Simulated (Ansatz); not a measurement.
Ansatz (a first-principles code) was given this input:
Ansatz 0.2 input:
```yaml
crystal:
  periodic: [false, false, false]
  atoms:
    - {symbol: As, position_ang: [0.00000000, 0.00000000, 0.00000000]}
basis:
  gaussian:
    orbitals: 3-21G.json
hamiltonian:
  xc: b3lyp
magnetization: {spin_polarized: true, initial_magnetization: 3}
```
The basis file holds 3-21G in the JSON format of the Basis Set Exchange.

Q: What <S^2> does B3LYP/3-21G in Ansatz give?

A: 3.750

Q: Give the number of basis functions at the level B3LYP/3-21G.

A: 23

Q: What is the computed total energy (B3LYP/3-21G)?

A: -2225.1006 Eh
